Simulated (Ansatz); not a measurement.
Isomers of BH$_{8}$NSi$_{2}$, relaxed with PBE0-D4/def2-TZVP in Ansatz; electronic energies, one conformer each and not always the lowest. Functionals use def2-TZVPP; CBS adds triple-zeta CCSD(T) − MP2 to the MP2 limit of def2-TZVPP and def2-QZVPP.

Task: Order them by energy at frozen-core CCSD(T)/CBS, lowest first. (Best estimate.)
A. `BN([SiH3])[SiH3]`
B. `[SiH3]BN[SiH3]`
C. `B[SiH2]N[SiH3]`
D. `BN[SiH2][SiH3]`

Result: A (0.0 kcal/mol), D (10.5 kcal/mol), B (14.7 kcal/mol), C (36.3 kcal/mol).

Task: How do HF/CBS(def2), B3LYP-D4, PBE0-D4, B3LYP place them (kcal/mol, against `BN([SiH3])[SiH3]`)? (An estimate is asked.)

Result: Ansatz gave: 
```csv
isomer,HF/CBS(def2),B3LYP-D4,PBE0-D4,B3LYP
`B[SiH2]N[SiH3]`,35.3,36.4,34.9,35.3
`BN[SiH2][SiH3]`,13.3,9.3,6.6,8.1
`[SiH3]BN[SiH3]`,18.1,13.7,11.4,13.0
```

B3LYP here is the variant with VWN-RPA as its local correlation; programs differ in this.
